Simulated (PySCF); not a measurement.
**Si 2p3/2 core levels and what the atom is bonded to**

Gas-phase molecules, one conformer each, relaxed by PBE0-D3(BJ)/def2-SVP with no frequency check. Core levels by delta-SCF with SCAN, pcX-2 on the ionised atom and pcseg-1 elsewhere, spin-free X2C (2p3/2 is the spin-free 2p value less a third of a first-order spin-orbit splitting); energies from the vacuum level.

| structure (SMILES) | Si bonded to | mean electronegativity of these (Pauling) | Si 2p3/2 (eV) |
| --- | --- | --- | --- |
| [SiH3][BH][GeH]([Cl])[BH][SiH3] | 1 B + 3 H | 2.16 | 106.43 |
| [SiH3][SiH]([SiH3])Cl | 1 Cl + 2 Si + 1 H | 2.29 | 107.24 |
| B[Si](C)(C)C | 1 B + 3 C | 2.42 | 105.62 |
| C[SiH](C)N[SiH3] | 2 C + 1 N + 1 H | 2.58 | 106.43 |
| O[SiH]([O][GeH3])S[SiH3] | 2 O + 1 S + 1 H | 2.92 | 107.90 |
| CO[Si](C)(F)[GeH3] | 1 C + 1 F + 1 Ge + 1 O | 3.00 | 107.70 |
| [OH][Al]([OH])[O][SiH](O)Cl | 1 Cl + 2 O + 1 H | 3.06 | ? |
| [SiH3]N[Si](Cl)(Cl)Cl | 3 Cl + 1 N | 3.13 | 109.53 |
| F[Si](F)(F)[SiH3] | 3 F + 1 Si | 3.46 | 109.87 |

Task: Fit a straight line to the complete rows and predict the core level of Si in [OH][Al]([OH])[O][SiH](O)Cl, bonded to 1 Cl + 2 O + 1 H.

Result: E = 99.704 + 2.873·χ (8 points, rms 0.70 eV, correlation 0.867). At 3.06 this gives 108.50 eV; the calculation itself gave 109.12 eV, so the fit is off by 0.62.

For scale, for [OH][Al]([OH])[O][SiH](O)Cl: hardware: 1 thread of Arm Neoverse V1 (aarch64), shared host; wall time 48 s, peak memory 0.63 GiB, launched as `OMP_NUM_THREADS=1 python cluster_run.py task.json out`.
